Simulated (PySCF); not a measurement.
C₃H₆FNSi, SMILES C#C[C@H](N)[SiH2]F.

Geometry: PBE-D3(BJ)/def2-SVP. The structure was generated by enumeration; whether it is a known compound was not checked. Other conformers were not sampled.

Two levels are set side by side: PBE/def2-TZVP (PySCF) and r2SCAN/def2-TZVP (PySCF). Same geometry, gas phase. Differences are taken from unrounded values.

```csv
quantity,r2SCAN,PBE,PBE minus r2SCAN
orbital gap (eV),5.03,4.45,-0.58
highest occupied level (eV),-5.86,-5.61,0.24
lowest empty level (eV),-0.83,-1.16,-0.33
dipole moment (D),0.97,0.91,-0.06
mean polarisability (bohr³),68.7,70.8,2.1
```

Rough cost on one machine, each run with all the roots and properties that it gave: r2SCAN against PBE about 4 times.
